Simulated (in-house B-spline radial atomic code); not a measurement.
Whole-atom quantities along the 63-electron series, configuration [Xe] 4f9. Breit and QED terms are first order and not part of the total energy; the density at the nucleus is averaged over the nuclear charge. Computed with a B-spline radial code for spherical atoms: Dirac-Hartree-Fock, average of the configuration, finite nuclei.

| ion | Z | E/Z² (Eh) | Σ<r²> (bohr²) | n(0)/Z³ (bohr⁻³) | Lamb diamagnetic shielding (ppm) | repulsion over attraction | Breit energy (eV) | self-energy (eV) | vacuum polarisation (eV) | Dirac less non-relativistic energy (Eh) |
| --- | --- | --- | --- | --- | --- | --- | --- | --- | --- | --- |
| Tb2+ | 65 | -2.7721 | 38.359 | 2.338 | 7867.26 | 0.14894 | 293.16 | 233.97 | -37.099 | -486.22 |
| Dy3+ | 66 | -2.7916 | 34.024 | 2.4029 | 8046.34 | 0.1478 | 309.01 | 247.58 | -39.807 | -520.41 |
| Ho4+ | 67 | -2.811 | 30.654 | 2.4941 | 8226.28 | 0.14656 | 325.49 | 261.82 | -42.703 | -556.58 |
